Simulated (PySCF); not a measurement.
## Working out the ionisation energy of Ta

Ta [Xe] 4f14 5d3 6s2 (4F) → Ta⁺ [Xe] 4f14 5d3 6s1 (5F). Computed with PySCF 2.14 in x2c-TZVPPall, with scalar relativity by spin-free X2C-1e. Frozen: [Xe] 4f14. Energies in hartree (1 hartree = 27.21139 eV):

| part | Ta (lower) | Ta⁺ (upper) |
| --- | --- | --- |
| UHF | -15600.004646 | -15599.792522 |
| MP2 opposite-spin | -0.042315 | 0.000000 |
| MP2 same-spin | -0.024715 | -0.024519 |

What does Hartree-Fock give?

(-15599.792522) − (-15600.004646) = 0.212124 hartree = 5.772 eV.

What do MP2 and SCS-MP2 (6/5 opposite-spin, 1/3 same-spin) give?

The opposite-spin parts differ by 1.151 eV and the same-spin parts by 0.005 eV. MP2: 5.772 + (1.151) + (0.005) = 6.928 eV. SCS-MP2: 5.772 + 1.2 × (1.151) + (0.005)/3 = 7.155 eV.

Measured between the centres of the two terms (NIST): 7.573 eV, so MP2 (valence) is off by -0.645 eV.

What remains against the reference includes basis incompleteness, the frozen core and correlation beyond second order.
